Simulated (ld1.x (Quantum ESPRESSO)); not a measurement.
**How hard is this Ca (Z = 20) TM potential?**

| Property | Result |
| --- | --- |
| Element | calcium |
| Generator | ld1.x (Quantum ESPRESSO) 7.5 |
| Type | norm-conserving Troullier–Martins (Kleinman–Bylander form) |
| Functional | LDA (PZ) |
| Relativity | scalar-relativistic |
| Frozen core | [Ar] |
| Valence charge | 2 |
| Reference configuration | 3d0 4s2 4p0 |
| Partial waves | 4p (bound, empty): rc 4.00 bohr; 3d (bound, empty): rc 2.95 bohr; 4s (bound): rc 5.40 bohr |
| Local potential | the s channel |
| Core correction | Bessel-smoothed model core inside 3.00 bohr |

The pseudo-atom Hamiltonian at the reference potential is diagonalised in spherical Bessel functions j_l(qr) that vanish at 20 bohr, with q² up to the cutoff. All-electron valence levels (Ry): 4p -0.1059, 3d -0.1567, 4s -0.2843.

Task: How do the lowest levels (Ry) of each channel move with the cutoff, and are there ghosts?

Result:

```json
{"cutoff (Ry)": "8", "p #1": "-0.1059", "p #2": "0.0439", "d #1": "0.0196", "d #2": "0.0968", "s #1": "-0.2843", "f #1": "0.0982", "f #2": "0.2087", "Σ f·Δε (mRy)": "0.0"}
{"cutoff (Ry)": "10", "p #1": "-0.1059", "p #2": "0.0439", "d #1": "0.0105", "d #2": "0.0861", "s #1": "-0.2843", "f #1": "0.0982", "f #2": "0.2087", "Σ f·Δε (mRy)": "0.0"}
{"cutoff (Ry)": "400", "p #1": "-0.1059", "p #2": "0.0439", "d #1": "-0.1567", "d #2": "0.0453", "s #1": "-0.2843", "f #1": "0.0982", "f #2": "0.2087", "Σ f·Δε (mRy)": "0.0"}
```

Result: no extra level below or beside the all-electron valence levels (p, d, s, f tested); 10 mRy is reached at 6 Ry and 1 mRy at 6 Ry.

The cutoffs count occupied waves only; the empty 3d level needs 21 Ry at the loose tolerance. 1 of 9 tests not solved or not reliable.
